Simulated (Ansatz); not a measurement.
Problem. Name a neutral molecule of S, Si, Sn and H with LUMO energy (B3LYP/def2-TZVPP) between -1.65 and -1.35 eV and LUMO energy (ωB97M-V/def2-TZVPP) between 0.20 and 0.50 eV (Ansatz, PBE0-D4/def2-TZVP geometry).

Solution. `[SiH2]1[S][SnH2]1` (-1.56 eV, 0.32 eV). Other molecules can fit too; these were computed, each in one conformer that needn't be the lowest.

B3LYP here is the variant with VWN-RPA as its local correlation; programs differ in this.
